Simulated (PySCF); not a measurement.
# What a mistake does to a calculation on CGeH5O2 cation

Calculated results; nothing here was measured. The program is PySCF 2.14.0, an open-source quantum chemistry code, run on an isolated molecule that a program drew, which may never have been made. The molecule is CGeH5O2 cation (charge +1, singlet), drawn as the SMILES string `O[CH2][GeH+][OH]`.

Each row is a Hartree-Fock (HF) and frozen-core CCSD(T) single point in the cc-pVDZ basis, meant for a local HF minimum. Run 1 is clean. Each other run has one planted mistake out of seven kinds, and not every kind appears here: one electron removed, one electron added, multiplicity raised by two, geometry at a saddle point, minimal basis STO-3G, one bond length entered in bohr, all coordinates scaled. The reference is restricted for singlets and unrestricted otherwise, and also for a bond in bohr. Adding or removing an electron swaps singlet and doublet. Electrons count all cores. HOMO and LUMO are orbital energies over both spins, the gradient is its largest component, and the lowest frequency (negative if imaginary) is given only where the gradient is small. Bond lengths are over the 8 bonds as drawn. T1 is the CCSD diagnostic: over 0.02 (restricted) or 0.045 (unrestricted) a single reference is doubtful. Germanium has the cc-pVDZ-PP basis, with a core potential (ECP10MDF) in place of its 10 inner electrons, and its 3s, 3p and 3d shells are frozen in CCSD(T).

Geometry of the clean run:
```xyz
9
CGeH5O2 cation, angstrom
O    -0.0257   -1.4986   -0.7238
C     1.0991   -1.1950   -0.0013
Ge    0.8567    0.6306    0.7426
O    -0.7452    0.8906    1.2703
H    -0.6703   -1.9584   -0.2007
H     1.9673   -1.1535   -0.6566
H     1.3190   -1.8642    0.8328
H     1.7884    1.8183    0.8975
H    -1.0430    1.7296    1.6085
```

```
run,electrons,basis functions,<S^2>,HOMO (eV),LUMO (eV),gradient (hartree/bohr),lowest frequency (cm^-1),mean bond (Å),longest bond (Å),T1,HF (hartree),CCSD(T) (hartree),mistake
1,58,90,0.000,-16.60,-4.74,3.5e-05,47,1.3328,1.986,0.0174,-483.61902,-484.26062,no fault
2,58,90,2.034,-11.83,-7.02,4.5e-02,-,1.3328,1.986,0.0321,-483.48679,-484.11573,multiplicity raised by two
3,58,90,0.000,-16.52,-4.34,1.6e-01,-,1.2089,1.801,0.0132,-483.51441,-484.12857,all coordinates scaled
4,57,90,0.769,-24.62,-12.45,3.6e-02,-,1.3328,1.986,0.0340,-483.08254,-483.69670,one electron removed
5,59,90,0.774,-6.17,3.03,5.4e-02,-,1.3328,1.986,0.0138,-483.81888,-484.46684,?
6,58,90,0.817,-16.56,-4.91,9.6e-03,-,1.4384,1.986,0.0569,-483.48957,-484.12172,?
```

**Which mistake was planted in run 5, and what did it cost?**

It counts 59 electrons, one more than the clean run, at the same geometry and basis. So the mistake is: one electron added. Subtracting run 1 and multiplying by 627.51 kcal/mol a hartree, the energy moved by -125.4 kcal/mol in HF and -129.4 kcal/mol in CCSD(T).

**Which mistake was planted in run 6, and what did it cost?**

The mean bond changes by a factor of 1.079 and the longest by 1.000, so the molecule wasn't scaled as a whole. A length L in bohr read as angstrom grows by (1/0.5292 - 1) L = 0.890 L. The 8 bonds together grew by 8 x 0.1056 = 0.845 Å, which gives L = 0.950 Å. That is the length of one of the H-O bonds, 0.949 Å in the clean geometry. So the mistake is: one bond length entered in bohr. Subtracting run 1 and multiplying by 627.51 kcal/mol a hartree, the energy moved by 81.2 kcal/mol in HF and 87.2 kcal/mol in CCSD(T).

Cautions from the logs. Run 6: T1 is over the limit, so its CCSD(T) energy is less reliable.
